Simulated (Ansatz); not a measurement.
Ni₂Pt. Total charge 0; singlet. Geometry PBE-D4/def2-TZVP; atoms count from 1.

```csv
atom,x (Å),y (Å),z (Å)
Pt1,-0.629,-1.206,0.069
Ni2,1.259,0.130,0.316
Ni3,-0.631,1.076,-0.385
```

In the def2 sets Pt takes a core potential; there is no spin–orbit coupling. The restricted singlet is unstable: a solution with broken spin symmetry lies lower. The geometry of the singlet was relaxed on an unsound state (an occupied level 0.37 eV above an empty one). At PBE0-D4/def2-TZVP a triplet of charge 0 lies 1.37 eV below the restricted singlet, each at its own geometry. The structure comes from a short search, and lower isomers may exist.

Estimate the Mulliken populations from the PBE0/def2-TZVP orbitals of Ansatz.


```
atom  charge (e)  d electrons
 Pt1       -0.16         9.19
 Ni2        0.08         9.06
 Ni3        0.08         9.06
```
Mulliken values and Mayer orders depend strongly on the basis.

And the Mayer bond orders between bonded heavy atoms (over 0.3)?

Pt1–Ni2 1.00 (2.33 Å); Pt1–Ni3 1.00 (2.33 Å); Ni2–Ni3 1.08 (2.23 Å).
